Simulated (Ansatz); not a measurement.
Problem. Name a neutral molecule of Al, C, Si and H with size of the dipole moment (ωB97M-V/def2-TZVPP) between 0.85 and 1.15 D and HOMO–LUMO gap (PBE/def2-TZVPP) between 4.00 and 4.30 eV (Ansatz, PBE0-D4/def2-TZVP geometry).

Solution. `C=[CH][AlH][CH2][SiH3]` (1.13 D, 4.27 eV); `[CH2]1[AlH][CH2][SiH2]1` (0.86 D, 4.04 eV). Other molecules can fit too; these were computed, each in one conformer that needn't be the lowest.
